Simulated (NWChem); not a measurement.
Atomisation of HOSi

```
Si
O 1 1.5629
H 1 1.5548 2 117.60
```
Charge 0, spin multiplicity 2.

The numbers come from NWChem runs, not from measurements. All single points use one geometry, from UPBE/def2-SVP, a minimum by its harmonic frequencies.

Basis set: def2-TZVP. The atomisation energy is electronic alone: no zero-point, thermal, spin-orbit or counterpoise terms. No value is extrapolated to the basis-set limit. Free atoms are single determinants with multiplicities O 3, Si 3, H 2.

B3LYP has NWChem's definition, with VWN1-RPA local correlation. The structure started from a generated list of species. The unpaired electrons of the parent sit in orbitals of symmetry a' (Cs labels of the run); other states weren't searched. No SCF solution was tested for a lower state.

### Question
For the atomisation energy, PBE gives 223.4 kcal/mol and BLYP gives 222.0 kcal/mol. What do BHandHLYP, PBE0, B3LYP give?

### Answer
BHandHLYP: 196.6 kcal/mol; PBE0: 209.0 kcal/mol; B3LYP: 214.2 kcal/mol.
